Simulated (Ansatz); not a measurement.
Gas-phase electronic energies from Ansatz, PBE0-D4/def2-TZVP geometries. CCSD(T)/CBS adds triple-zeta CCSD(T) − MP2 to the extrapolated MP2 energy (def2 sets, frozen cores). This one scheme is used for every species. DFT in def2-TZVPP. For Br outer-core shells are correlated without core-valence functions, which leaves a few kJ/mol of doubt a bond. Scalar relativity is left out up to krypton. Each species was taken in one conformer, which may not be the lowest.

Consider the redistribution: `F[Si]O[SiH3]` + `N[SiH](F)Br` → `[SiH3]O[Si]Br` + `N[SiH](F)F`.

`F[Si]O[SiH3]`:

```xyz
7

F    -1.591   -0.173   -1.945
Si   -0.447    0.970   -1.982
O     0.324    0.719   -0.568
Si    0.405   -0.185    0.818
H     1.537    0.327    1.625
H    -0.861   -0.047    1.579
H     0.634   -1.610    0.473
```

`N[SiH](F)Br`:

```xyz
7

N     0.602    0.874   -0.203
Si   -0.457   -0.399    0.110
F    -0.842   -1.272   -1.167
Br    0.538   -1.785    1.508
H     1.596    0.742   -0.281
H     0.288    1.732   -0.627
H    -1.725    0.107    0.660
```

`[SiH3]O[Si]Br`:

Z-matrix (Å, degrees):
```
Si
O 1 1.663
H 1 1.482 2 109.6
H 1 1.482 2 109.5 3 121.3
H 1 1.481 2 106.8 3 -119.3
Si 2 1.626 1 144.1 3 -59.9
Br 6 2.293 2 101.7 1 -0.0
```

`N[SiH](F)F`:

Cartesian coordinates in Å:
```
N -0.267 -0.785 -0.647
Si 0.066 0.495 0.395
F -0.164 -0.007 1.882
F 1.576 0.996 0.371
H -0.472 -0.630 -1.620
H 0.040 -1.726 -0.466
H -0.779 1.657 0.085
```

Task: Is it downhill or uphill in electronic energy at CCSD(T)/CBS, and by how much? (Best estimate.)

Result: Ansatz gave: Downhill: ΔE = -0.15 eV.

Task: What do these levels give: BLYP-D4, PBE0-D4, revPBE, r2SCANh, RPA@PBE/def2-TZVPP, SCS-MP2/def2-QZVPP? (Best estimate.)

Result: Ansatz gave: BLYP-D4 -0.16, PBE0-D4 -0.15, revPBE -0.13, r2SCANh -0.17, RPA@PBE/def2-TZVPP -0.14, SCS-MP2/def2-QZVPP -0.14 eV.

Largest T1 diagnostic among the species: 0.014.

Leaving LDA and LC-ωPBE aside and taking each functional with its dispersion term where it has one, the values, not all of them listed here, spread over 0.09 eV, from BHLYP-D4 to ωB97X-V.
